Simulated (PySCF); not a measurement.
Job for PySCF: R-MP2/6-31G* on disilazane (SMILES [SiH3]N[SiH3]), a point of a torsion scan.

```python
from pyscf import gto, scf, dft, mp
from pyscf.data.elements import chemcore

mol = gto.M(
    atom='''
    Si    1.47839646    0.28777225    0.32545947
    N     0.49644887   -0.12771915   -1.03890455
    Si    0.66793108   -1.27941162   -2.32053393
    H     2.65522981   -0.57185903    0.27473983
    H     1.84815761    1.70524158    0.23336405
    H     0.70810327    0.06428581    1.55492594
    H    -0.35758443    0.40650472   -1.09367835
    H     0.61037932   -0.57000065   -3.60407873
    H    -0.43250687   -2.24846235   -2.24979002
    H     1.95846115   -1.93130533   -2.13081496
    ''',
    basis='6-31g*',
    cart=True,
    charge=0, spin=0, verbose=3, max_memory=1800)
mf = scf.RHF(mol)
mf.conv_tol = 1e-8
mf.max_cycle = 100
mf.kernel()
if not mf.converged:
    mf = mf.newton().run(mf.mo_coeff, mf.mo_occ)
pt = mp.MP2(mf, frozen=chemcore(mol)).run()
```

Program output:

```
converged SCF energy = -636.385632762469
E(RMP2) = -636.705413745027  E_corr = -0.319780982557995
E(SCS-RMP2) = -636.711313100673  E_corr = -0.325680338204112
```

The run converged.

Cost: very roughly 1.1 core-seconds.
